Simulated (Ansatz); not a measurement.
Relaxation of CH₆N₂OSi (11 atoms, charge 0, multiplicity 1), to a largest force component of 0.02 eV/Å in at most 50 steps.

These are results of RKS LDA/def2-SVP (Ansatz 0.2.0), not measurements.

```xyz
11
Properties=species:S:1:pos:R:3
N 0.219 1.185 0.855
C 0.097 -0.051 0.183
N 0.216 -1.116 1.116
O -0.937 -0.164 -0.670
Si 0.306 -0.327 -1.677
H 0.136 1.998 0.154
H -0.659 1.356 1.385
H -0.636 -1.398 1.431
H 0.719 -0.731 1.997
H 0.343 0.874 -2.524
H 0.263 -1.683 -2.230
```

Q: Where does it end, and by what steps?

A: The forces met the threshold. After 13 steps the energy has fallen by 0.845 eV; H8 moved furthest, 0.31 Å.

```csv
step,energy less start (eV),largest force component (eV/Å),accepted
0,0.0000,4.895,yes
1,-0.6307,2.782,yes
2,-0.8097,0.500,yes
3,-0.8251,0.292,yes
4,-0.8174,0.588,no
5,-0.8400,0.207,yes
6,-0.8418,0.136,yes
7,-0.8377,0.272,no
8,-0.8440,0.047,yes
9,-0.8448,0.048,yes
10,-0.8284,0.651,no
11,-0.8454,0.038,yes
12,-0.8453,0.096,no
13,-0.8455,0.009,yes
```

```xyz
11
Properties=species:S:1:pos:R:3
N 0.228 1.269 0.823
C 0.026 0.011 0.237
N 0.170 -1.043 1.144
O -1.129 -0.207 -0.580
Si 0.243 -0.264 -1.618
H 0.310 2.027 0.137
H -0.525 1.481 1.499
H -0.662 -1.633 1.231
H 0.669 -0.820 2.007
H 0.182 0.762 -2.723
H 0.554 -1.641 -2.137
```

Whether the end is a true minimum wasn't checked by a vibrational analysis.

Time of the run: 25 s on 2 threads of Arm Neoverse V1, on a shared host, peak memory 0.15 GiB.
